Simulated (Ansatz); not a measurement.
A run on `CC(C)(C)[N]=[V]([F])([F])[F]` with other settings.

```yaml
crystal:
  periodic: [false, false, false]
  atoms:
    - {symbol: C, position_ang: [-0.298451, -1.640117, -0.454802]}
    - {symbol: C, position_ang: [-0.033787, -0.135765, -0.438389]}
    - {symbol: C, position_ang: [1.289643, 0.192874, -1.126875]}
    - {symbol: C, position_ang: [-1.189086, 0.628385, -1.082503]}
    - {symbol: N, position_ang: [0.064131, 0.282200, 0.930766]}
    - {symbol: V, position_ang: [0.173142, 0.750656, 2.446992]}
    - {symbol: F, position_ang: [1.754694, 1.431339, 2.665059]}
    - {symbol: F, position_ang: [-0.058798, -0.653254, 3.440705]}
    - {symbol: F, position_ang: [-1.070075, 1.932029, 2.713344]}
    - {symbol: H, position_ang: [0.514739, -2.180987, 0.031505]}
    - {symbol: H, position_ang: [-1.229676, -1.874382, 0.063119]}
    - {symbol: H, position_ang: [-0.377819, -1.985073, -1.488141]}
    - {symbol: H, position_ang: [2.116180, -0.332504, -0.646085]}
    - {symbol: H, position_ang: [1.242459, -0.115105, -2.173776]}
    - {symbol: H, position_ang: [1.490048, 1.264608, -1.087668]}
    - {symbol: H, position_ang: [-1.010809, 1.704013, -1.042997]}
    - {symbol: H, position_ang: [-2.127950, 0.413225, -0.570074]}
    - {symbol: H, position_ang: [-1.286085, 0.329056, -2.128483]}
basis:
  gaussian: {orbitals: def2-TZVPD, fitting: {mean_field: def2-universal-jkfit}}
magnetization: {spin_polarized: true, initial_magnetization: 0}
hamiltonian: {xc: {name: PBE0-DH}, pseudopotentials: {relativity: scalar}}
accuracy: high
output: {forces: true}
```

```sh
$ ansatz run in.yaml --threads 4 --pin off --events-out ev --progress --plain --max-ram 46080MiB --backend cuda --devices 0, --max-vram 37GiB
```

It prints (some lines left out):

```
Functional definition: PBE0-DH
1034 factors; integrals over basis functions are off by at most 1.6e0 eV
mean field evaluation 1: about -39710.5745 eV, gradient 7.8e1 eV
mean field evaluation 2: about -39710.5768 eV, gradient 7.8e1 eV
mean field evaluation 4: about -39722.0559 eV, gradient 6.3e1 eV
mean field evaluation 8: about -39733.0168 eV, gradient 8.7e-1 eV
mean field evaluation 16: about -39733.0198 eV, gradient 6.7e-4 eV
mean field -39733.03746535 eV, -1460.1621948315 hartree, gradient 3.4e-8 eV, S^2 0.206868; 7 other end points of the search recorded, 0 dependent functions left out
13 core orbitals not correlated: weight in the atoms' cores, before any rotation towards them, 1.000 or more for the frozen orbitals, at most 0.000 for the correlated occupied ones
reference -39733.03746901 eV, -1460.1621949659 hartree; 32, 32 occupied and 389, 389 virtual orbitals, 1034 factors
second order -76.33868568 eV of doubles, -0.00000000 eV of singles
Total energy: -39742.57980472 eV, -1460.5128693352 hartree
Relativity: scalar
Atom 0 at    -0.298451    -1.640117    -0.454802 Å, force     0.009104     0.055747    -0.044862 eV/Å
Atom 1 at    -0.033787    -0.135765    -0.438389 Å, force    -0.012970    -0.052442    -0.181895 eV/Å
Atom 2 at     1.289643     0.192874    -1.126875 Å, force    -0.066083    -0.030384    -0.016568 eV/Å
Atom 3 at    -1.189086     0.628385    -1.082503 Å, force     0.051335    -0.051070    -0.019043 eV/Å
Atom 4 at     0.064131     0.282200     0.930766 Å, force     0.386179     1.656395     5.379539 eV/Å
Atom 5 at     0.173142     0.750656     2.446992 Å, force    -0.373579    -1.600915    -5.205816 eV/Å
Atom 6 at     1.754694     1.431339     2.665059 Å, force    -0.705262    -0.243458     0.120809 eV/Å
Atom 7 at    -0.058798    -0.653254     3.440705 Å, force     0.121211     0.705264    -0.233688 eV/Å
Atom 8 at    -1.070075     1.932029     2.713344 Å, force     0.582520    -0.471704     0.098910 eV/Å
Atom 9 at     0.514739    -2.180987     0.031505 Å, force    -0.074230     0.073834    -0.045034 eV/Å
Atom 10 at    -1.229676    -1.874382     0.063119 Å, force     0.093164     0.044253    -0.048054 eV/Å
Atom 11 at    -0.377819    -1.985073    -1.488141 Å, force     0.006052     0.025023     0.086269 eV/Å
Atom 12 at     2.116180    -0.332504    -0.646085 Å, force    -0.098555     0.046375    -0.035335 eV/Å
Atom 13 at     1.242459    -0.115105    -2.173776 Å, force     0.007765     0.026657     0.085234 eV/Å
Atom 14 at     1.490048     1.264608    -1.087668 Å, force    -0.038487    -0.107119     0.006920 eV/Å
Atom 15 at    -1.010809     1.704013    -1.042997 Å, force     0.000009    -0.114007     0.006365 eV/Å
Atom 16 at    -2.127950     0.413225    -0.570074 Å, force     0.107178     0.010160    -0.038973 eV/Å
Atom 17 at    -1.286085     0.329056    -2.128483 Å, force     0.004651     0.027391     0.085222 eV/Å
Dipole moment:    -0.041044    -0.175491    -0.573114 e Å
```

Hardware: 4 threads of an AMD EPYC 7R13 on a shared host and a share of an NVIDIA H100 80 GB. Wall time 62 s, peak host memory 2.4 GiB.
